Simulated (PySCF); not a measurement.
# Electronic structure of Cu (copper, neutral) at the UHF level

Configuration: [Ar] 3d9 4s1 4p1, one real determinant (an excited configuration). Computed with PySCF 2.14 in x2c-TZVPPall (6s5p4d2f1g, 64 functions), with scalar relativity by spin-free X2C-1e.

```json
{
  "Total energy": "-1653.045849 hartree",
  "One-electron energy": "-2300.2649 hartree",
  "Hartree (Coulomb) energy": "713.6835 hartree",
  "Exchange energy": "-66.4644 hartree",
  "⟨S²⟩": "3.7516",
  "⟨L²⟩": "8.058",
  "Sum of ⟨r⟩": "22.05 bohr",
  "Sum of ⟨r²⟩": "36.40 bohr²",
  "Traceless quadrupole moment −½Σ⟨3z² − r²⟩ along its main axis": "-5.14 e·bohr²",
  "Langevin diamagnetic susceptibility": "-28.8 ×10⁻⁶ cm³/mol"
}
```

```
shell  electrons  mean orbital energy (eV)  spread (eV)  rms radius, mean of both spins (bohr)
 1s α          1                   -9054.5            0                                 0.0601
 1s β          1                   -9054.4            0                                 0.0601
 2s α          1                   -1141.9            0                                  0.254
 2s β          1                   -1140.7            0                                  0.254
 2p α          3                   -982.39        1.189                                  0.228
 2p β          3                   -981.30        0.116                                  0.228
 3s α          1                   -149.24            0                                  0.762
 3s β          1                   -146.14            0                                  0.762
 3p α          3                   -100.29        2.423                                  0.811
 3p β          3                   -96.819        1.980                                  0.811
 3d α          5                   -21.284        2.636                                   1.06
 3d β          4                   -19.663        1.446                                   1.06
 4s α          1                   -10.375            0                                   3.02
 4p α          1                    -5.163            0                                   3.42
```

⟨L²⟩ = 8.06 against 12 for a pure F term, so this real determinant mixes terms.

Densities and radii are taken from the X2C orbitals without a picture-change correction, which distorts them close to the nucleus.

Spin-orbit constants ζ (cm⁻¹) from the X2C one-electron operator on these orbitals: bare nucleus, nucleus screened by l(l+1)(2l+1)/3 electrons, and screened by the Breit-Pauli mean field of the electrons.

| shell | bare | screened nucleus | mean field |
| --- | --- | --- | --- |
| 2p | 114800 | 106900 | 103200 |
| 3p | 14540 | 13530 | 12990 |
| 3d | 1393 | 912.3 | 829.1 |
| 4p | 460.2 | 428.5 | 406.4 |

To first order the Landé constant is A = -139.1 cm⁻¹, so the lowest level has J = 9/2 and lies 0.0776 eV below the centre of the term. This holds in LS coupling only.
